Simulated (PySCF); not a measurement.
**Two-component Hartree-Fock for Se²⁸⁺ (selenium, charge +28)**

Start: [He] 2s2 2p2; 2p1/2 filled at m_j = -1/2, +1/2. Calculated with PySCF 2.14 in an uncontracted even-tempered set (17 s from 9.7 bohr⁻², ratio 2.4; 12 p from 13 bohr⁻², ratio 2.4; 5 d from 44 bohr⁻², ratio 2.6; 4 f from 66 bohr⁻², ratio 2.6): generalised Hartree-Fock with the X2C-1e Hamiltonian and a Gaussian nucleus; one run each with spin-orbit coupling (SO) switched off, then screened by Boettger's factors.

```csv
spinor shell,electrons,"ε, spin-free (eV)","ε, screened SO (eV)",weight of nominal j (screened SO),"rms radius, screened SO (bohr)"
1s1/2,2,-14618.0,-14613.6,1.000,0.0505
2s1/2,2,-3243.8,-3242.4,1.000,0.199
2p1/2,2,-3134.0,-3150.5,1.000,0.172
```

```tsv
quantity	spin-free	screened SO
E (hartree)	-1650.28197	-1652.10915
M_J	0	0
⟨J²⟩	2.000	0.000
⟨L²⟩	2.000	1.333
⟨S²⟩	2.000	1.333
```

Without spin-orbit coupling the j labels of p, d and f shells carry no meaning; the spin-free column gives the mean over the occupied spinors of each nl shell.
